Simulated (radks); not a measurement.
Task: Isoelectronic series with 9 electrons, all held in the configuration [He] 2s2 2p5, which need not be the ground one along the series. Calculated with a radial shooting solver on a logarithmic mesh with Libxc functionals: Dirac Kohn-Sham, PBEsol, spin-unpolarised, spherical densities, finite nucleus; open shells fill j = l - 1/2 first; Fermi nuclear charge, rms radius of each element as measured or else 0.836 A^(1/3) + 0.57 fm. Total energies (hartree) and orbital eigenvalues (eV):

| ion | E (hartree) | 2p3/2 | 2p1/2 | 2s1/2 | 1s1/2 |
|---|---|---|---|---|---|
| F | -99.44873 | -11.0264 | -11.0899 | -29.7161 | -661.1289 |
| Si5+ | -279.37823 | -187.5337 | -188.2505 | -230.0741 | -1887.781 |
| K10+ | -554.37400 | -536.5789 | -539.7566 | -605.4042 | -3807.181 |
| Cu20+ | -1393.91923 | -1747.211 | -1769.307 | -1884.151 | -9751.721 |
| Se25+ | -1961.80247 | -2609.343 | -2654.213 | -2794.710 | -13802.25 |
| Ru35+ | -3405.61528 | -4850.695 | -4990.592 | -5185.397 | -24151.71 |
| In40+ | -4287.88615 | -6231.888 | -6456.575 | -6680.448 | -30500.19 |
| Xe45+ | -5282.36436 | -7788.378 | -8133.400 | -8387.926 | -37672.62 |
| Pr50+ | -6394.0022 | -9521.609 | -10032.70 | -10319.74 | -45707.85 |

Estimate the row of Cr15+.

Result: E (hartree) -925.40487; 2p3/2 -1056.445; 2p1/2 -1065.840; 2s1/2 -1155.786; 1s1/2 -6424.877.
